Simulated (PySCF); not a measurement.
SnF3Br, SMILES [F][Sn]([F])([F])[Br].

The structure is a stationary point at B3LYP-D3(BJ)/def2-SVP. The structure was generated by enumeration; whether it is a known compound was not checked. The def2 effective core potentials stand for the cores of Sn; spin–orbit coupling is left out.

The numbers are results of IEF-PCM-M06-2X/def2-SVP (PySCF), not measurements.

The values are the electrostatic part of the solvation free energy, E(continuum) − E(gas) at the gas-phase geometry, in a cavity of scaled van der Waals radii (PySCF's table); cavitation and dispersion terms are not included. A continuum can't describe solvent molecules that bind to the metal. In vacuum the orbital gap is 8.56 eV. The dipole moment in vacuum is 2.10 D.

```csv
solvent,ε,ΔG(elec) (kcal/mol),dipole (D),gap (eV)
water,78.36,-5.4,2.49,8.39
cyclohexanone,15.62,-5.0,2.46,8.41
2-propanol,19.26,-5.1,2.47,8.40
```
